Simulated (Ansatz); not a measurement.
System: NbO₂, charge 0, multiplicity 2. SMILES: [Nb](=[O])=[O]
Geometry from a B3LYP-D3(BJ)/def2-TZVP (Ansatz, an electronic-structure program) optimisation:
```xyz
3

Nb     0.1715    -0.1498     0.1830
O      0.6103     0.5476    -1.3190
O     -1.4894     0.2203     0.3809
```
Charge 0, spin multiplicity 2.

Wanted: vertical electron affinity to the singlet, in eV. Terms: 6-31G* and kin with 6d, 5d where marked; each state is the SCF solution reached for its charge and spin; frozen cores in correlated levels (noble-gas shells and the d and f shells of earlier blocks); def2 sets with scalar-relativistic core potentials past Kr; dispersion terms only where a functional's name holds one; STO-3G and 3-21G all-electron and non-relativistic; UHF or UKS for open shells; no spin-orbit coupling; LANL2DZ with its own core potentials from Na on. First-principles rows: single points at B3LYP-D3(BJ) geometries (Ansatz). A UHF reference is markedly spin-contaminated in at least one set, which strains HF and MP2.

```
level                              program  vertical electron affinity to the singlet (eV)
---------------------------------  -------  ----------------------------------------------
HF/6-31G* with LANL2DZ past Ar      Ansatz                                            0.69
PBE/6-31G* with LANL2DZ past Ar     Ansatz                                            1.36
B3LYP/STO-3G                        Ansatz                                           -3.07
B3LYP/3-21G                         Ansatz                                            1.17
B3LYP/6-31G* with LANL2DZ past Ar   Ansatz                                            1.54
MP2/6-31G* with LANL2DZ past Ar     Ansatz                                            1.84
PBE/def2-TZVPD                      Ansatz                                            1.55
```

No value to compare with is used here. The 6 habitual levels span -3.07 (B3LYP/STO-3G) to 1.84 eV (MP2/6-31G* with LANL2DZ past Ar); PBE/def2-TZVPD gives 1.55.

The levels are drawn from those run, B3LYP/6-31G* more often than the rest, none by its result; left out are runs that failed, that the program found above a lower state of the same kind, or whose <S^2> lies over 0.5 above the pure value.
